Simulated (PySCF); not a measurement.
C4H6BF, SMILES CB(C#C)CF. Heavy atoms are numbered as in [CH:1]#[C:2][B:3]([CH3:4])[CH2:5][F:6]. Hydrogens are named by the atom that carries them.

Geometry optimised at PBE0-D3(BJ)/def2-SVP. This is a generated structure with no PubChem entry under its InChIKey; it may be hypothetical. One conformer was computed; it need not be the lowest.

Calculation: PBE0/pcSseg-1 run with PySCF.

GIAO shieldings, no solvent; atoms alike by connectivity are averaged. δ = σ(ref) − σ: ¹³C against TMS (σ = 186.3 ppm); ¹¹B against BF3 (σ = 88.8 ppm); ¹⁹F against CFCl3 (σ = 167.2 ppm); ¹H against TMS (σ = 31.56 ppm), references at their B3LYP-D3(BJ)/def2-TZVP geometries, non-relativistic.

### Question
Estimate the chemical shifts. (Estimate from the structure and the level; the computed values follow.)

### Answer

| nucleus | atoms | count | δ (ppm) |
|---|---|---|---|
| ¹³C | C1 (CH) | 1 | 131.7 |
| ¹³C | C2 | 1 | 95.7 |
| ¹³C | C5 (CH2) | 1 | 89.9 |
| ¹³C | C4 (CH3) | 1 | 13.2 |
| ¹¹B | B3 | 1 | 60.4 |
| ¹⁹F | F6 | 1 | -282.8 |
| ¹H | H on C5 | 2 | 5.09 |
| ¹H | H on C1 | 1 | 4.89 |
| ¹H | H on C4 | 3 | 1.09 |
